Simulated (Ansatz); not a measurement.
Reaction (formal exchange of groups at a C–C bond): `FC[CH2][GeH2][F]` + `BC=NB` → `BN=CBCF` + `[CH3][GeH2][F]`

Computed with Ansatz on PBE0-D4/def2-TZVP structures; ΔE is electronic, products minus reactants. CBS: MP2 limit from def2 TZ/QZ plus the TZ coupled-cluster correction, frozen cores. Functionals use def2-TZVPP. B3LYP here is the variant with VWN-RPA as its local correlation; programs differ in this. For Ge outer-core shells are correlated without core-valence functions, which leaves a few kJ/mol of doubt a bond. Scalar relativity is left out up to krypton. One conformer a species, not always the lowest.

```
             level  ΔE (kJ/mol)  difference from CCSD(T)/CBS
            PBE-D4        -49.3                         -9.0
         r2SCAN-D4        -49.1                         -8.8
           PBE0-D4        -47.3                         -7.0
          B3LYP-D4        -46.4                         -6.1
           ωB97X-V        -43.1                         -2.8
           ωB97M-V        -45.7                         -5.4
            B2PLYP        -44.8                         -4.5
               PBE        -50.4                        -10.1
            r2SCAN        -49.3                         -9.0
              PBE0        -48.2                         -7.9
             B3LYP        -48.3                         -8.0
     HF/def2-TZVPP        -39.1                          1.2
    MP2/def2-TZVPP        -39.5                          0.8
SCS-MP2/def2-TZVPP        -37.5                          2.8
   CCSD/def2-TZVPP        -40.4                         -0.1
CCSD(T)/def2-TZVPP        -40.2                          0.1
     HF/def2-QZVPP        -39.2                          1.1
    MP2/def2-QZVPP        -39.6                          0.7
SCS-MP2/def2-QZVPP        -37.8                          2.5
      HF/CBS(def2)        -39.2                          1.1
     MP2/CBS(def2)        -39.6                          0.7
    CCSD/CBS(def2)        -40.4                         -0.1
       CCSD(T)/CBS        -40.3                            0
```

Largest T1 diagnostic among the species: 0.017.
